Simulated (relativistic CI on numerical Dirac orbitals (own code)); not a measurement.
Tm²⁺ (4f13) in a crystal field

Calculated by Dirac-Coulomb-Breit CI, separate exchange-only KLI orbitals for each configuration, model QED, valence Slater integrals scaled by 0.85, one configuration in a parametric crystal field (own radial code).

Field parameters in Wybourne normalisation; cubic f-shell fields have B⁴₄ = √(5/14) B⁴₀ and B⁶₄ = −√(7/2) B⁶₀. The field is a parameter set, without covalency.

S is read from ⟨S²⟩ = S(S + 1).

Powder χT (cm³ K mol⁻¹) by Van Vleck's formula, with temperature-independent terms:

```tsv
Field	2 K	5 K	10 K	20 K	50 K	100 K	200 K	300 K
D3d, B20 = -80, B40 = 30, B43 = 160, B60 = -240, B63 = -40, B66 = 190 cm⁻¹	1.27	1.35	1.48	1.72	2.22	2.47	2.55	2.56
D3h, B20 = 260, B40 = -180, B60 = -430, B66 = 120 cm⁻¹	0.446	0.559	0.748	1.12	1.96	2.38	2.53	2.55
Oh, B40 = -1620, B60 = 410 cm⁻¹	1.14	1.16	1.17	1.21	1.31	1.49	1.83	2.11
Oh, B40 = 1750, B60 = 360 cm⁻¹	0.68	0.7	0.732	0.797	0.993	1.32	1.85	2.16
Oh, B40 = 800, B60 = 250 cm⁻¹	0.691	0.726	0.785	0.903	1.26	1.78	2.29	2.45
Oh, B40 = 180, B60 = 400 cm⁻¹	0.695	0.736	0.805	0.943	1.39	1.99	2.4	2.5
```

Task: For Oh, B40 = 1750, B60 = 360 cm⁻¹: what effective moment follows at 300 K?

Result: μ_eff = √(8χT) = 4.16 μB. The LS value g√(J(J + 1)) of the free ion's ²F°7/2 level is 4.54 μB.
